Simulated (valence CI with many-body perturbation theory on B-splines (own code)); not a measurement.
Forbidden lines of Dy XXVIII

Level of theory: valence CI with perturbative core correlation (CI+MBPT): three valence electrons over a frozen Dirac-Fock core [Kr], a basis of 9 s, 9 p, 10 d, 8 f, 5 g, 3 h, 1 i functions for each j, with the one-electron correlation potential Σ1 (screened to all orders), the two-electron term Σ2, the three-electron term Σ3, Breit, model QED; selected single and double excitations, second order for the rest (own B-spline code, finite nucleus).

No measured spectrum was set against this ion. As an estimate, large intervals hold to a few tenths of a per cent, small ones and those within an open d or f shell to about a per cent. Only levels of the ground parity were solved; by the run's estimate the other parity begins above the list, which can be wrong where configurations are misplaced.

Lines 1 to 50 of 66 in falling wavelength, among levels below 37.475 eV, chosen from the decays that carry over 1 % of a level's rate. Wavelengths and rates use the calculated energies. Weak lines are less certain than strong ones. Lines between different terms over intervals too small for the method are left out, as are lines whose strength nearly cancels. The highest levels of a list are the least certain. Branching is blank where the lifetime is uncertain.

Levels are named by their leading jj configuration (3d3/2^4 stands for four electrons in 3d with j = 3/2), which in mixed levels can hold well under half, so a name can repeat and another be missing. Letters in brackets count levels of one name in rising energy.

```
λ vac (nm)                      Upper                      Lower  Type   A (s⁻¹)  Branch %
      1993      (4d3/2^2 4d5/2) J=9/2      (4d3/2^2 4d5/2) J=7/2    M1  1.22e+00     100.0
     866.8      (4d3/2^2 4d5/2) J=1/2      (4d3/2^2 4d5/2) J=3/2    M1  3.67e+01       2.1
     542.9      (4d3/2^2 4d5/2) J=3/2  (4d3/2^2 4d5/2) J=5/2 [a]    M1  6.18e+01       1.3
     439.3      (4d3/2^2 4d5/2) J=7/2  (4d3/2^2 4d5/2) J=5/2 [a]    M1  2.43e+02      99.7
     393.5     (4d3/2 4d5/2^2) J=11/2      (4d3/2 4d5/2^2) J=9/2    M1  9.16e+01       2.9
     348.5  (4d3/2 4d5/2^2) J=5/2 [b]  (4d3/2 4d5/2^2) J=3/2 [a]    M1  1.55e+02       2.7
     255.3  (4d3/2 4d5/2^2) J=5/2 [a]  (4d3/2 4d5/2^2) J=7/2 [a]    M1  1.84e+02       2.6
     242.6            (4d5/2^3) J=3/2  (4d3/2 4d5/2^2) J=3/2 [b]    M1  2.62e+02       1.6
     209.8  (4d3/2 4d5/2^2) J=5/2 [a]  (4d3/2^2 4d5/2) J=5/2 [b]    M1  5.48e+02       7.7
     196.1  (4d3/2^2 4d5/2) J=5/2 [b]      (4d3/2^2 4d5/2) J=7/2    M1  1.17e+02       5.6
     185.8            (4d5/2^3) J=9/2     (4d3/2 4d5/2^2) J=11/2    M1  4.21e+02          
     180.7  (4d3/2^2 4d5/2) J=5/2 [b]      (4d3/2^2 4d5/2) J=3/2    M1  1.12e+03      54.1
     177.4  (4d3/2^2 4d5/2) J=5/2 [a]            (4d3/2^3) J=3/2    M1  5.24e+03     100.0
     176.0  (4d3/2 4d5/2^2) J=7/2 [b]  (4d3/2 4d5/2^2) J=7/2 [a]    M1  3.73e+02       8.2
     172.0  (4d3/2 4d5/2^2) J=5/2 [b]  (4d3/2^2 4d5/2) J=5/2 [b]    M1  2.04e+03      35.7
     168.1  (4d3/2 4d5/2^2) J=7/2 [a]      (4d3/2^2 4d5/2) J=7/2    M1  2.23e+03      18.5
     162.2            (4d5/2^3) J=5/2  (4d3/2 4d5/2^2) J=3/2 [b]    M1  6.07e+02       2.2
     159.5  (4d3/2 4d5/2^2) J=3/2 [b]      (4d3/2 4d5/2^2) J=1/2    M1  1.43e+03      10.0
     159.0      (4d3/2 4d5/2^2) J=9/2      (4d3/2^2 4d5/2) J=9/2    M1  4.05e+03      59.3
     153.1  (4d3/2 4d5/2^2) J=7/2 [b]  (4d3/2^2 4d5/2) J=5/2 [b]    M1  2.84e+02       6.2
     147.2      (4d3/2 4d5/2^2) J=9/2      (4d3/2^2 4d5/2) J=7/2    M1  2.78e+03      40.7
     144.0  (4d3/2 4d5/2^2) J=3/2 [b]  (4d3/2 4d5/2^2) J=3/2 [a]    M1  2.44e+03      17.0
     136.5  (4d3/2 4d5/2^2) J=3/2 [a]      (4d3/2^2 4d5/2) J=1/2    M1  1.68e+03       9.7
     135.6  (4d3/2^2 4d5/2) J=5/2 [b]  (4d3/2^2 4d5/2) J=5/2 [a]    M1  2.27e+02      10.9
     133.7      (4d3/2^2 4d5/2) J=3/2            (4d3/2^3) J=3/2    M1  4.73e+03      98.7
     126.2            (4d5/2^3) J=9/2      (4d3/2 4d5/2^2) J=9/2    M1  6.60e+03          
     125.0      (4d3/2 4d5/2^2) J=1/2      (4d3/2^2 4d5/2) J=1/2    M1  9.61e+03      94.2
     121.6  (4d3/2 4d5/2^2) J=7/2 [a]  (4d3/2^2 4d5/2) J=5/2 [a]    M1  9.83e+03      81.5
     118.0  (4d3/2 4d5/2^2) J=3/2 [a]      (4d3/2^2 4d5/2) J=3/2    M1  9.84e+03      56.6
     115.9      (4d3/2^2 4d5/2) J=1/2            (4d3/2^3) J=3/2    M1  1.69e+03      97.5
     114.1            (4d5/2^3) J=9/2  (4d3/2 4d5/2^2) J=7/2 [a]    M1  8.90e+03          
     113.2     (4d3/2 4d5/2^2) J=11/2      (4d3/2^2 4d5/2) J=9/2    M1  3.08e+03      97.1
     109.3      (4d3/2 4d5/2^2) J=1/2      (4d3/2^2 4d5/2) J=3/2    M1  4.22e+02       4.1
     108.2            (4d5/2^3) J=3/2  (4d3/2 4d5/2^2) J=5/2 [a]    M1  6.95e+03      41.4
     105.0            (4d5/2^3) J=5/2  (4d3/2 4d5/2^2) J=7/2 [b]    M1  2.78e+03      10.1
     101.3  (4d3/2 4d5/2^2) J=5/2 [a]      (4d3/2^2 4d5/2) J=7/2    M1  8.78e+02      12.3
     101.1  (4d3/2 4d5/2^2) J=3/2 [b]  (4d3/2^2 4d5/2) J=5/2 [b]    M1  5.87e+03      40.9
     97.66            (4d5/2^3) J=5/2  (4d3/2 4d5/2^2) J=5/2 [b]    M1  5.87e+03      21.2
     97.08  (4d3/2 4d5/2^2) J=5/2 [a]      (4d3/2^2 4d5/2) J=3/2    M1  4.36e+03      61.3
     96.91  (4d3/2 4d5/2^2) J=3/2 [a]  (4d3/2^2 4d5/2) J=5/2 [a]    M1  5.22e+03      30.1
     96.23            (4d5/2^3) J=3/2      (4d3/2 4d5/2^2) J=1/2    M1  2.76e+03      16.4
     91.64  (4d3/2 4d5/2^2) J=5/2 [b]      (4d3/2^2 4d5/2) J=7/2    M1  2.93e+03      51.3
     90.37            (4d5/2^3) J=3/2  (4d3/2 4d5/2^2) J=3/2 [a]    M1  4.89e+03      29.1
     89.85  (4d3/2 4d5/2^2) J=7/2 [b]      (4d3/2^2 4d5/2) J=9/2    M1  1.86e+03      40.6
     88.61            (4d5/2^3) J=5/2  (4d3/2 4d5/2^2) J=5/2 [a]    M1  4.22e+03      15.3
     88.13  (4d3/2 4d5/2^2) J=5/2 [b]      (4d3/2^2 4d5/2) J=3/2    M1  9.90e+01       1.7
     85.97  (4d3/2 4d5/2^2) J=7/2 [b]      (4d3/2^2 4d5/2) J=7/2    M1  1.51e+03      32.9
     82.35  (4d3/2 4d5/2^2) J=5/2 [a]  (4d3/2^2 4d5/2) J=5/2 [a]    M1  7.57e+02      10.6
     76.86  (4d3/2^2 4d5/2) J=5/2 [b]            (4d3/2^3) J=3/2    M1  6.05e+02      29.1
     76.29            (4d5/2^3) J=5/2  (4d3/2 4d5/2^2) J=3/2 [a]    M1  7.76e+03      28.1
```
